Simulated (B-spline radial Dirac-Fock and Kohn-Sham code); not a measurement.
## How the settings move the core levels of Eu⁺

ΔSCF core binding energies without Breit or QED terms, calculated with a radial B-spline solver. Keys: rel is the Hamiltonian (dirac, or spin-free x2c and nr, where L3 and M5 stand for the whole 2p and 3d shells), method is hf or an exchange,correlation pair (spin-unpolarised, also for the hole states), nuc the nuclear model, radius_factor scales its radius, rmax is the box in bohr, h the logarithmic mesh step, order the B-spline order, points the quadrature points per cell, c_factor scales the speed of light, and damp, ndamp, maxit and tol steer the iteration. The run stops when the commutator error falls below 10·tol·max(1, Z/10), or the numerical noise floor, and the energy has settled to about 1e-8 Ha; the virial ratio is −V/T.

Base input:

```json
{"items": [{"Z": 63, "q": 1, "cfg": [[1, 0, 2], [2, 0, 2], [2, 1, 6], [3, 0, 2], [3, 1, 6], [3, 2, 10], [4, 0, 2], [4, 1, 6], [4, 2, 10], [4, 3, 7], [5, 0, 2], [5, 1, 6], [6, 0, 1]], "A": 153, "rrms": 5.1115, "do": "settings", "holes": ["K", "L3", "M5"],
  "settings": [{"rel": "dirac", "method": "hf", "nuc": "fermi", "radius_factor": 1.0, "rmax": 45.0, "h": 0.3, "order": 8, "points": 10, "c_factor": 1.0, "maxit": 60, "damp": 0.5, "ndamp": 3, "tol": 1e-08}]}]}
```

The ground state converged in 11 iterations, with total energy -10846.30806 Ha, virial ratio 1.91988 and highest orbital energy -10.42 eV. ΔSCF binding energies: K (1s) 48732.4 eV, L3 (2p3/2) 7003.1 eV, M5 (3d5/2) 1143.9 eV.

Changes from the base run:

```
                      changed setting  Δ total energy (Ha)  Δ K (eV)  Δ L3 (eV)  Δ M5 (eV)  iterations
                             h = 0.12             -0.00006      0.00       0.00       0.00          11
 rmax = 30.0; damp = 0.8; tol = 1e-06              0.00000      0.00       0.00       0.00          12
                      c_factor = 10.0           +419.80253  -2768.36     -10.79     +24.45          11
                           damp = 0.8              0.00000      0.00       0.00       0.00          13
                          rmax = 30.0              0.00000      0.00       0.00       0.00          11
nuc = "gauss"; order = 5; tol = 1e-06                    ?         ?          ?          ?           ?
                            order = 5             +0.00472      0.00      +0.01      +0.01          11
```

Q: What does the change nuc = "gauss"; order = 5; tol = 1e-06 do?

A: The total energy moves by +0.00067 Ha and the binding energies by K +0.05 eV, L3 +0.01 eV, M5 +0.01 eV; the run takes 10 iterations.
